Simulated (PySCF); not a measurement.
**Basis and Hamiltonian dependence of the excitation energy of Sb+**

Sb+ [Kr] 4d10 5s2 5p2 (3P) → Sb+ [Kr] 4d10 5s1 5p3 (5S). Calculated with PySCF 2.14 from differences of total energies of unrestricted determinants, without spin-orbit coupling. Values in eV.

```csv
basis,Hamiltonian,functions,UHF,PBE,PBE0,MP2 (valence),CCSD(T) (valence)
aug-cc-pVDZ-PP with ECP28MDF,ECP,32,4.153,6.558,6.101,4.809,5.088
aug-cc-pVTZ-PP with ECP28MDF,ECP,55,4.120,6.556,6.093,4.933,5.181
x2c-TZVPPall,spin-free X2C,60,4.169,6.485,6.051,4.957,5.202
ANO-RCC-VTZP,spin-free X2C,68,4.173,6.501,6.066,4.940,5.187
x2c-QZVPPall,spin-free X2C,112,4.127,6.475,6.034,5.004,5.221
"aug-cc-pwCVTZ-DK3 with one added diffuse shell each of s, p, d, f type",spin-free X2C,125,4.131,6.483,6.041,4.983,n/a
"x2c-QZVPPall with one added diffuse shell each of s, p, d, f type",spin-free X2C,128,4.127,6.475,6.034,5.006,n/a
dyall-av2z,non-relativistic,130,3.175,5.403,4.988,3.897,4.204
```

Frozen in the all-electron rows: valence: [Kr] 4d10; with a core potential, the same shells as far as they lie outside it.

Non-relativistic rows lack the scalar-relativistic shift.

Reference for a calculation without spin-orbit coupling: 5.897 eV (measured, between term centres; NIST).
